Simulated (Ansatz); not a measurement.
Basis-set extrapolation for CH5FN2OSi, SMILES `N=C[Si](N)(O)F` (PBE0-D4/def2-TZVP geometry, frozen core, the Gaussian-basis code of Ansatz). Multiplicity 1, RHF reference.

```tsv
	def2-TZVPP	def2-QZVPP
HF	-613.221387	-613.246536
MP2 correlation	-1.174223	-1.268298
CCSD(T) correlation	-1.245338	not run
```

Energies in hartree. Use E(X) = E(∞) + A·exp(−7.88·√X) for Hartree–Fock and E(X) = E(∞) + B·X^(−2.97) for correlation, with X = 3 and 4, and add CCSD(T) minus MP2 of the smaller set to the MP2 limit.

**Question.** What is the CCSD(T) energy at the basis-set limit?

**Answer.** HF limit: -613.246536 + (-0.025149) × 0.13774 = -613.25000. MP2 limit: -1.268298 + (-0.094075) × 0.74074 = -1.33798. Higher-order term: -1.245338 − (-1.174223) = -0.07112. Total: -614.65910 hartree, 505.1 kJ/mol below CCSD(T)/def2-TZVPP.
